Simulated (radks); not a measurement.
Effect of the nuclear size on neutral bromine, [Ar] 3d10 4s2 4p5. All-electron calculation, Dirac Kohn-Sham, LDA (Slater exchange, Perdew-Wang correlation), spin-unpolarised, spherical densities, finite nucleus; open shells fill j = l - 1/2 first; Fermi nuclear charge, rms radius 4.1629 fm. Program: a radial shooting solver on a logarithmic mesh with Libxc functionals. The rms radius is varied about that value; shifts are against it.

| rms radius (fm) | total energy shift (eV) | density at nucleus (e/bohr^3) | 1s1/2 shift (meV) | 2s1/2 shift (meV) | 3p1/2 shift (meV) | 4s1/2 shift (meV) |
|---|---|---|---|---|---|---|
| 3.5426 | -0.149 | 4.47e+04 | -63.2 | -6.35 | 0.093 | -0.105 |
| 3.9964 | -0.0421 | 4.429e+04 | -17.9 | -1.80 | 0.026 | -0.030 |
| 4.1629 | 0 | 4.415e+04 | 0.000 | 0.000 | 0.000 | 0.000 |
| 4.4418 | 0.0741 | 4.394e+04 | 31.5 | 3.16 | -0.046 | 0.052 |
| 5.1287 | 0.276 | 4.346e+04 | 117 | 11.7 | -0.172 | 0.195 |

Slopes of the eigenvalues against <r^2> in GHz/fm^2, as finite differences over the two radii next to the reference (eigenvalue slopes, not the field-shift constants of lines): 1s1/2 3180, 2s1/2 319, 3p1/2 -4.67, 4s1/2 5.29.
